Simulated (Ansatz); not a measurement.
Basis-set extrapolation for C3H10Si2 (`[SiH3]/C=C/C[SiH3]`) (PBE0-D4/def2-TZVP geometry, frozen core, Ansatz 0.2.0). Multiplicity 1, RHF reference.

|  | def2-TZVPP | def2-QZVPP |
| --- | --- | --- |
| HF | -697.334803 | -697.358314 |
| MP2 correlation | -0.754851 | -0.804348 |
| CCSD(T) correlation | -0.857752 | not run |

Energies in hartree. Use E(X) = E(∞) + A·exp(−7.88·√X) for Hartree–Fock and E(X) = E(∞) + B·X^(−2.97) for correlation, with X = 3 and 4, and add CCSD(T) minus MP2 of the smaller set to the MP2 limit.

**Question.** What is the CCSD(T) energy at the basis-set limit?

**Answer.** HF limit: -697.358314 + (-0.023511) × 0.13774 = -697.36155. MP2 limit: -0.804348 + (-0.049497) × 0.74074 = -0.84101. Higher-order term: -0.857752 − (-0.754851) = -0.10290. Total: -698.30546 hartree, 3.07 eV below CCSD(T)/def2-TZVPP.
